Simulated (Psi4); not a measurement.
OSn, charge -1, doublet, geometry from GFN2-xTB (such geometries of metal compounds can be far from the true shape) (a state made from the parent by changing its charge; the spin is typed, not shown lowest) (all electrons, no relativity) (a gas-phase anion, which may not be bound at this level); Psi4 with BLYP/STO-3G.

The Psi4 input:
```
memory 2 GB

molecule {
-1 2
  Sn   -0.00000000   -0.00000000   -0.26680008
  O     0.00000000    0.00000000    1.66750052
}

set basis sto-3g
set reference uks
set scf_type pk

energy('blyp')
print_variables()
```

Output, abridged:

```
   => Loading Basis Set <=

    Name: STO-3G
    Role: ORBITAL
    Keyword: BASIS

         ---------------------------------------------------------
                                   SCF
               by Justin Turney, Rob Parrish, Andy Simmonett
                          and Daniel G. A. Smith
                              UKS Reference
         ---------------------------------------------------------

  ==> Geometry <==

    Molecular point group: c2v
    Full point group: C_inf_v

    Geometry (in Angstrom), charge = -1, multiplicity = 2:

       Center              X                  Y                   Z               Mass
    ------------   -----------------  -----------------  -----------------  -----------------
         SN           0.000000000000     0.000000000000    -0.227664676039   119.902201630000
         O            0.000000000000     0.000000000000     1.706635923961    15.994914619570

  Running in c2v symmetry.

  Rotational constants: A = ************  B =      0.31926  C =      0.31926 [cm^-1]
  Rotational constants: A = ************  B =   9571.28886  C =   9571.28886 [MHz]
  Nuclear repulsion =  109.430191081985924

  Charge       = -1
  Multiplicity = 2
  Electrons    = 59
  Nalpha       = 30
  Nbeta        = 29

  ==> Algorithm <==

  SCF Algorithm Type is PK.
  DIIS enabled.
  MOM disabled.
  Fractional occupation disabled.
  Guess Type is SAD.
  Energy threshold   = 1.00e-06
  Density threshold  = 1.00e-06
  Integral threshold = 1.00e-12

  ==> Primary Basis <==

  Basis Set: STO-3G
    Blend: STO-3G
    Number of shells: 14
    Number of basis functions: 32
    Number of Cartesian functions: 34
    Spherical Harmonics?: true
    Max angular momentum: 2

  ==> DFT Potential <==

   => LibXC <=

    Version 7.1.2
    S. Lehtola, C. Steigemann, M. J. T. Oliveira, and M. A. L. Marques,  SoftwareX 7, 1–5 (2018) (10.1016/j.softx.2017.11.002)

   => Composite Functional: BLYP <=

    BLYP GGA Exchange-Correlation Functional

    P.J. Stephens et. al., J. Phys. Chem., 98, 11623-11627, 1994
    B. Miehlich et. al., Chem. Phys. Lett., 157(3), 200-206 1989

    Deriv               =              1
    GGA                 =           TRUE
    Meta                =          FALSE

    Exchange Hybrid     =          FALSE
    MP2 Hybrid          =          FALSE

   => Exchange Functionals <=

    1.0000     XC_GGA_X_B88

   => Correlation Functionals <=

    1.0000     XC_GGA_C_LYP

   => LibXC Density Thresholds  <==

[...]
   @UKS iter  93: -6039.10876649903730    6.32352e-05   5.70315e-04 DIIS/ADIIS
   @UKS iter  94: -6039.10870809606604    5.84030e-05   7.20202e-04 DIIS/ADIIS
   @UKS iter  95: -6039.10875866251808   -5.05665e-05   5.92437e-04 DIIS/ADIIS
   @UKS iter  96: -6039.10875355162352    5.11089e-06   6.05368e-04 DIIS/ADIIS
   @UKS iter  97: -6039.10881632127621   -6.27697e-05   3.97693e-04 DIIS/ADIIS
   @UKS iter  98: -6039.10877498168611    4.13396e-05   5.43524e-04 DIIS/ADIIS
    Occupation by irrep:
             A1    A2    B1    B2
    DOCC [    15,    2,    6,    6 ]
    SOCC [     0,    0,    0,    1 ]
    NA   [    15,    2,    6,    7 ]
    NB   [    15,    2,    6,    6 ]

   @UKS iter  99: -6039.10881410976435   -3.91281e-05   4.08111e-04 DIIS/ADIIS
    Occupation by irrep:
             A1    A2    B1    B2
    DOCC [    15,    2,    6,    6 ]
    SOCC [     0,    0,    1,    0 ]
    NA   [    15,    2,    7,    6 ]
    NB   [    15,    2,    6,    6 ]

   @UKS iter 100: -6039.10880844504391    5.66472e-06   4.34619e-04 DIIS/ADIIS

PsiException: Could not converge SCF iterations in 100 iterations.

  Failed to converge.

Traceback (most recent call last):
  File "psi4", line 375, in <module>
  File "<string>", line 24, in <module>
  File "site-packages/psi4/driver/driver.py", line 533, in energy
  File "site-packages/psi4/driver/procrouting/proc.py", line 2760, in run_scf
  File "site-packages/psi4/driver/procrouting/proc.py", line 2047, in scf_helper
  File "site-packages/psi4/driver/procrouting/scf_proc/scf_iterator.py", line 93, in scf_compute_energy
  File "site-packages/psi4/driver/procrouting/scf_proc/scf_iterator.py", line 86, in scf_compute_energy
  File "site-packages/psi4/driver/procrouting/scf_proc/scf_iterator.py", line 609, in scf_iterate

psi4.driver.p4util.exceptions.SCFConvergenceError: Could not converge SCF iterations in 100 iterations.

Printing out the relevant lines from the Psithon --> Python processed input file:
    """)
    core.IO.set_default_namespace("")
    core.set_global_option("BASIS", "sto-3g")
    core.set_global_option("REFERENCE", "uks")
    core.set_global_option("SCF_TYPE", "pk")
--> energy('blyp')
    print_variables()

!-------------------------------------------------------!
!                                                       !
!  Could not converge SCF iterations in 100 iterations. !
!                                                       !
!-------------------------------------------------------!
```

Convergence was not reached.
